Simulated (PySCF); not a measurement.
B(CF3)(F)(Me), C2H3BF4, SMILES CB(C(F)(F)F)F, PBE0/def2-SVP optimised geometry.

```
10

B     -0.23    -0.49     0.00
C      1.39    -0.49     0.00
F      1.85     0.21    -1.05
F      1.94    -1.71    -0.07
F      1.85     0.10     1.12
F     -0.81    -1.68    -0.03
C     -1.05     0.82     0.00
H     -1.44     0.98    -1.02
H     -0.47     1.71     0.27
H     -1.94     0.74     0.65
```

Density from PBE0/def2-TZVP in PySCF at that geometry.

Minimum of the electron density along straight lines between bonded atoms, close to the bond critical point (lines longer than 1.1 times the sum of covalent radii, or with two minima, are not listed):

```csv
bond,length / Å,ρ at the minimum / e bohr⁻³,∇²ρ there / e bohr⁻⁵,position (fraction from the first atom)
B1–C2,1.616,?,?,0.32
C2–F3,1.345,0.278,-0.37,0.34
C2–F4,1.334,0.286,-0.35,0.34
C2–F5,1.345,0.278,-0.37,0.34
B1–F6,1.319,0.205,?,0.34
B1–C7,1.552,0.199,-0.38,0.33
C7–H8,1.106,0.260,-0.84,0.64
C7–H9,1.098,0.270,-0.90,0.64
C7–H10,1.101,0.266,-0.87,0.64
```

Task: What belongs in the gaps?

Result: 
- B1–C2, ρ at the minimum / e bohr⁻³: 0.185
- B1–C2, ∇²ρ there / e bohr⁻⁵: -0.29
- B1–F6, ∇²ρ there / e bohr⁻⁵: 1.33
